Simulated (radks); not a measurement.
The numbers below are computed, except where a source is named.
Task: Isoelectronic series with 4 electrons, each ion in its NIST ground configuration. Level of theory: non-relativistic Kohn-Sham, BLYP, spin-polarised, spherical densities, point nucleus (a radial shooting solver on a logarithmic mesh with Libxc functionals). Total energies (hartree) and orbital eigenvalues (eV):

| ion | configuration | E (hartree) | 2s | 1s |
|---|---|---|---|---|
| Be | [He] 2s2 | -14.66151 | -5.4672 | -106.5667 |
| C2+ | [He] 2s2 | -36.51430 | -40.2825 | -309.0839 |
| O4+ | [He] 2s2 | -68.37129 | -102.6032 | -620.8898 |
| Ne6+ | [He] 2s2 | -110.22853 | -192.2021 | -1041.646 |
| Mg8+ | [He] 2s2 | -162.08567 | -309.0363 | -1571.288 |
| S12+ | [He] 2s2 | -295.79964 | -624.3657 | -2957.160 |
| Ar14+ | [He] 2s2 | -377.65655 | -822.8533 | -3813.377 |
| Ca16+ | [He] 2s2 | -469.51343 | -1048.554 | -4778.444 |
| Ti18+ | [He] 2s2 | -571.37029 | -1301.467 | -5852.361 |
| Cr20+ | [He] 2s2 | -683.22714 | -1581.592 | -7035.125 |
| Fe22+ | [He] 2s2 | -805.08399 | -1888.929 | -8326.736 |
| Ni24+ | [He] 2s2 | -936.94084 | -2223.478 | -9727.195 |
| Zn26+ | [He] 2s2 | -1078.79769 | -2585.238 | -11236.50 |
| Ge28+ | [He] 2s2 | -1230.65454 | -2974.209 | -12854.65 |
| Se30+ | [He] 2s2 | -1392.51139 | -3390.392 | -14581.65 |

Estimate the row of Si10+ ([He] 2s2).

Result: E (hartree) -223.94269; 2s -453.0926; 1s -2209.795.
